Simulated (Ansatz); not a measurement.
Harmonic frequencies (cm⁻¹) at PBE0-D4/def2-TZVP from Ansatz: 42, 154, 154, 178, 226, 264, 264, 309, 405, 414, 414, 1109.

Which molecule is it?
A. `[O]=[Mo]([F])([F])([F])[Cl]`
B. `[F][Mo]([F])([F])(=[S])[Cl]`
C. `[O]=[Mo]([Cl])([Cl])([Cl])[Cl]`
D. `[F][Mo]([F])(=[S])([Cl])[Cl]`

C.
